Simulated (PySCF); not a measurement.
**Worked example: oscillator strength and radiative lifetime**

Si(F)(H)(SMe)2 (C2H7FS2Si), SMILES CS[SiH](F)SC.

Coordinates come from a B3LYP-D3(BJ)/def2-SVP optimisation. One conformer was computed; it need not be the lowest.

TDDFT-PBE/def2-SVPD run with PySCF puts the first singlet state with f over 0.02 at 5.84 eV (vertical), with the transition dipole (0.396, -0.278, 0.014) in atomic units.

Find the oscillator strength, the wavelength and the radiative lifetime that this transition would have in vacuum if emission retraced absorption.


|μ|² = 0.2343 au, so |μ| = 1.23 D. ΔE = 5.84/27.211 = 0.2146 hartree. f = (2/3) ΔE |μ|² = 0.034 (the program prints 0.033).
λ = 1239.84/5.84 = 212 nm; ν = 47103 cm⁻¹.
Einstein's coefficient A = 0.6670 ν² f s⁻¹ (ν in cm⁻¹) = 5.0e7 s⁻¹, so τ = 1/A = 20 ns. This state is S5; the lower singlets have f = 0.003, 0.020, 0.009, 0.012. The figure is the radiative limit of this one transition; relaxation, internal conversion, crossing to triplets and a medium change what is measured.
